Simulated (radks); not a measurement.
Values are calculated unless marked as measured or tabulated.
Question: All-electron atom: Pt II in [Xe] 4f13 5d8.5 6s1 6p0.5 (fractional occupations, a model configuration). Code: a radial shooting solver on a logarithmic mesh with Libxc functionals. Model: Dirac Kohn-Sham, PBEsol, spin-unpolarised, spherical densities, finite nucleus; open shells fill j = l - 1/2 first; Fermi nuclear charge, rms radius 5.427 fm. Some entries of the table are withheld. Estimate them.

orbital,occ.,eigenvalue (Ry),<r^2> (bohr^2)
1s1/2,2,-5752.718,0.0004065
2s1/2,2,-1011.538,0.006150
2p1/2,2,-969.9359,0.004358
2p3/2,4,-842.9534,0.005549
3s1/2,2,-239.1990,0.03998
3p1/2,2,-220.4479,0.03649
3p3/2,4,-192.5410,0.04294
3d3/2,4,-161.1727,0.03300
3d5/2,6,-155.1574,0.03476
4s1/2,2,-52.86052,0.1939
4p1/2,2,-44.89101,(1)
4p3/2,4,-38.19182,(2)
4d3/2,4,-25.10080,0.2441
4d5/2,6,-23.84853,0.2557
5s1/2,2,-8.76665,0.9904
4f5/2,6,(3),(4)
4f7/2,7,(5),(6)
5p1/2,2,-6.16775,1.162
5p3/2,4,-5.00323,1.390
5d3/2,4,-1.51053,(7)
5d5/2,4.5,-1.38916,(8)
6s1/2,1,-1.11440,7.316
6p1/2,0.5,-0.65205,11.50
6p3/2,0,-0.56215,14.08

Answer: 
(1) 4p1/2 <r^2> (bohr^2): 0.1979
(2) 4p3/2 <r^2> (bohr^2): 0.2307
(3) 4f5/2 eigenvalue (Ry): -7.10981
(4) 4f5/2 <r^2> (bohr^2): 0.3055
(5) 4f7/2 eigenvalue (Ry): -6.84737
(6) 4f7/2 <r^2> (bohr^2): 0.3138
(7) 5d3/2 <r^2> (bohr^2): 2.585
(8) 5d5/2 <r^2> (bohr^2): 2.790
